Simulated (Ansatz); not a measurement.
`C[SiH](S)C=O` → `COC([SiH3])=S`  (isomerisation)

Gas-phase electronic energies from Ansatz, PBE0-D4/def2-TZVP geometries. CBS: MP2 limit from def2 TZ/QZ plus the TZ coupled-cluster correction, frozen cores. DFT in def2-TZVPP. B3LYP here is the variant with VWN-RPA as its local correlation; programs differ in this. Each species was taken in one conformer, which may not be the lowest.

```csv
level,ΔE (kcal/mol),difference from CCSD(T)/CBS
PBE-D4,37.1,-2.8
r2SCAN-D4,38.3,-1.6
PBE0-D4,39.4,-0.5
B3LYP-D4,38.2,-1.7
ωB97X-V,40.5,0.6
ωB97M-V,40.7,0.8
B2PLYP,38.7,-1.2
PBE0,39.5,-0.4
B3LYP,38.5,-1.4
HF/def2-TZVPP,43.7,3.8
CCSD/def2-TZVPP,41.2,1.3
CCSD(T)/def2-TZVPP,39.3,-0.6
HF/def2-QZVPP,43.6,3.7
MP2/def2-QZVPP,39.9,0.0
MP2/CBS(def2),40.2,0.3
CCSD/CBS(def2),41.8,1.9
CCSD(T)/CBS,39.9,0
```

Largest T1 diagnostic among the species: 0.017.

From PBE to PBE0 (25 % exact exchange), in def2-TZVPP and without D4, ΔE moves by +2.3 kcal/mol. In def2-TZVPP, CCSD(T) changes the Hartree–Fock value by −4.4 kcal/mol (the triples alone add −1.9 kcal/mol) and MP2 by −4.1 kcal/mol.
